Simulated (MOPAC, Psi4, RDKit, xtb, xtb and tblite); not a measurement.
Two geometries of SMILES c12ccccc2c(ccc1)-c1ccccc1, relaxed at GFN2-xTB with one dihedral held; other torsions can differ between them too.

Structure A

```
28

C     -4.0787     0.4757     0.1948
C     -3.6647    -0.4041    -0.7910
C     -2.3447    -0.8151    -0.8455
C     -1.4258    -0.3494     0.0876
C     -0.0101    -0.7796     0.0238
C      0.8938    -0.0554    -0.7114
C      2.2389    -0.4442    -0.7855
C      2.6728    -1.5572    -0.1227
C      1.7765    -2.3303     0.6443
C      2.1957    -3.4843     1.3393
C      1.3104    -4.2186     2.0765
C     -0.0365    -3.8319     2.1528
C     -0.4753    -2.7193     1.4916
C      0.4139    -1.9396     0.7216
C     -1.8474     0.5344     1.0739
C     -3.1678     0.9442     1.1266
H     -5.1095     0.7957     0.2370
H     -4.3723    -0.7718    -1.5200
H     -2.0182    -1.5031    -1.6124
H      0.5639     0.8274    -1.2407
H      2.9270     0.1467    -1.3725
H      3.7083    -1.8623    -0.1755
H      3.2347    -3.7763     1.2763
H      1.6399    -5.1010     2.6057
H     -0.7249    -4.4224     2.7398
H     -1.5121    -2.4201     1.5493
H     -1.1338     0.8965     1.8004
H     -3.4870     1.6309     1.8973
```

Structure B

```
28

C     -4.1438     0.4177     0.2210
C     -3.7900    -0.6619    -0.5667
C     -2.4787    -1.0969    -0.6189
C     -1.4645    -0.4917     0.1327
C     -0.0387    -0.8422    -0.0250
C      0.9203    -0.2110     0.7452
C      2.2600    -0.6147     0.7582
C      2.6692    -1.6527    -0.0271
C      1.7894    -2.1751    -0.9961
C      2.2526    -3.1176    -1.9384
C      1.4907    -3.4721    -3.0143
C      0.2663    -2.8252    -3.2211
C     -0.2304    -1.9542    -2.2887
C      0.4570    -1.6782    -1.0863
C     -1.8560     0.5914     0.9318
C     -3.1653     1.0267     0.9869
H     -5.1645     0.7687     0.2504
H     -4.5396    -1.1726    -1.1542
H     -2.2779    -2.0119    -1.1517
H      0.6371     0.5257     1.4789
H      2.9505    -0.1226     1.4274
H      3.6750    -2.0416     0.0352
H      3.2467    -3.5221    -1.8100
H      1.8503    -4.1913    -3.7352
H     -0.2807    -3.0008    -4.1361
H     -1.1259    -1.4042    -2.5271
H     -1.1353     1.1275     1.5272
H     -3.4196     1.8616     1.6242
```

Task: Which is lower in energy at the level PBE0-D3(BJ)/def2-SVP // GFN2-xTB in Psi4, and by how much?

Result: A is lower, by 48.05 kJ/mol (dihedral C3–C4–C5–C6: 90° in A, 180° in B).

E(B) − E(A) in kJ/mol at the other levels, on the same two geometries: GFN2-xTB (xtb and tblite) 45.46; MMFF94 // GFN2-xTB (RDKit) 93.70; PBE0/def2-SVP // GFN2-xTB (Psi4) 48.24; PBE/def2-SVP // GFN2-xTB (Psi4) 42.27; PBE-D3(BJ)/def2-SVP // GFN2-xTB (Psi4) 41.72; UFF // GFN2-xTB (RDKit) 124.36; AM1, restricted, heats of formation // GFN2-xTB (MOPAC) 47.47; PM3, restricted, heats of formation // GFN2-xTB (MOPAC) 42.56; GFN1-xTB // GFN2-xTB (xtb) 40.42.
